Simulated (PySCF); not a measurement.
Predicted microwave data (PBE0-D3(BJ)/def2-SVP geometry optimisation, gas phase in PySCF) for one isomer of C3H8BOP:

| Quantity | Value |
| --- | --- |
| Rotational constants | A = 5216, B = 1618, C = 1253 MHz |
| Dipole components | \|μa\| = 1.89 D, \|μb\| = 0.23 D, \|μc\| = 0.77 D |
| Inertial defect | -5.96 u·Å² |
| κ | -0.82 |

**Question.** Which candidate fits, each taken in the one conformer that was computed?
A. `[CH2:1]=[C:2]([BH:3][PH2:4])[O:5][CH3:6]` with C1–C2–B3–P4 178°, C2–B3–P4–H 41° and 144°, C1–C2–O5–C6 -1°
B. `[OH:1][B:2]([PH2:3])[CH:4]1[CH2:5][CH2:6]1` with H–O1–B2–P3 6°, O1–B2–P3–H -141° and -45°, O1–B2–C4–C5 -152°

**Answer.** A. It is C=C(BP)OC, an asymmetric top. The candidates at the same level (rigid rotor, commonest isotopes):

```json
{"SMILES": "C=C(BP)OC", "A (MHz)": "5216", "B (MHz)": "1618", "C (MHz)": "1253", "μa (D)": "1.89", "μb (D)": "0.23", "μc (D)": "0.77", "Δ (u·Å²)": "-5.96", "point group": "–", "rotor": "asymmetric top"}
{"SMILES": "OB(P)C1CC1", "A (MHz)": "3780", "B (MHz)": "2083", "C (MHz)": "1512", "μa (D)": "0.26", "μb (D)": "0.31", "μc (D)": "0.77", "Δ (u·Å²)": "-42.10", "point group": "C1", "rotor": "asymmetric top"}
```

`OB(P)C1CC1` has B 29 % too high. No structure here is proved a minimum.
